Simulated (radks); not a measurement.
Values are calculated unless marked as measured or tabulated.
Cd28+, configuration [Ar] 3d2.

Code: a radial shooting solver on a logarithmic mesh with Libxc functionals. Model: scalar-relativistic Kohn-Sham, PBE, spin-polarised, spherical densities, finite nucleus; open shells are filled with parallel spins first (spin-orbit coupling, left out, can overturn this in heavy ions); Fermi nuclear charge, rms radius 4.6087 fm.

Energy parts (hartree):
part                        energy
total                  -5069.65717
kinetic                 5296.31462
electron-nucleus      -11252.98834
Hartree                  998.04948
exchange-correlation    -111.03293

Orbitals (lengths in bohr, moments of r in powers of bohr; r(90%) holds 90 % of the orbital's charge):
orbital,occ.,eigenvalue (hartree),r(90%)
1s up,1,-1022.235,0.0546
1s down,1,-1022.233,0.0546
2s up,1,-191.5050,0.202
2s down,1,-191.2666,0.201
2p up,3,-176.9010,0.185
2p down,3,-176.7228,0.185
3s up,1,-66.83139,0.481
3s down,1,-66.56375,0.482
3p up,3,-62.11939,0.479
3p down,3,-61.83972,0.481
3d up,2,-55.69566,0.445
3d down,0,-55.34661,0.446

The highest occupied level is 3d up at -1515.6 eV. Spin moment in Bohr magnetons: 2. The electron density at the nucleus is 1.639e+05 e/bohr^3 (large components only).
